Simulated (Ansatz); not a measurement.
`C#C[SiH2]CO` + H₂O → `C#C[SiH2]O` + CH₃OH at 400 K and 1 bar (formal hydrolysis of the Si–C bond).

Isolated molecules relaxed with PBE0-D4/def2-TZVP in Ansatz; ΔE leaves out vibrations. CBS: MP2 limit from def2 TZ/QZ plus the TZ coupled-cluster correction, frozen cores. This one scheme is used for every species. One conformer a species, not always the lowest.

| species | CCSD(T)/CBS energy (Eh) | H − E (kJ/mol) | S (J/(mol·K)) |
| --- | --- | --- | --- |
| `C#C[SiH2]CO` | -481.95030 | 239.2 | 377.7 |
| H₂O | -76.37941 | 69.8 | 198.6 |
| `C#C[SiH2]O` | -442.75166 | 159.5 | 337.5 |
| CH₃OH | -115.61712 | 151.2 | 252.6 |

H − E and S are ideal-gas, rigid-rotor, harmonic terms from PBE0-D4/def2-TZVP, for one conformer and one mirror image of each species. 1 Eh = 2625.50 kJ/mol, R = 8.31446 J/(mol·K).

Problem. By hand: ΔE, ΔH, ΔS and ΔG.

Solution. ΔE = (-442.75166) + (-115.61712) − (-481.95030) − (-76.37941) = -0.03907 Eh = -102.6 kJ/mol. Δ(H − E) = 159.5 + 151.2 − 239.2 − 69.8 = 1.7, so ΔH = -100.9 kJ/mol. ΔS = 337.5 + 252.6 − 377.7 − 198.6 = 13.8 J/(mol·K). ΔG = -100.9 − 400 × (13.8)/1000 = -106.4 kJ/mol.

Problem. By hand: the equilibrium constant, and the temperature at which ΔG would vanish if ΔH and ΔS stayed fixed.

Solution. log₁₀ K = −ΔG/(RT ln 10) = 13.9. ΔH and −TΔS have one sign here, so there is no such temperature.

The number of gas molecules stays the same, so ΔS is small and ΔH decides. A doubt of 5 kJ/mol in ΔE shifts log₁₀ K by 0.7 here. Other conformers and mirror images would add mixing entropy, several J/(mol·K) or more a flexible species. These are equilibria of isolated gas molecules and say nothing of rates. Largest T1 diagnostic: 0.012 (customary marks: 0.02 for closed shells, 0.045 for open ones).
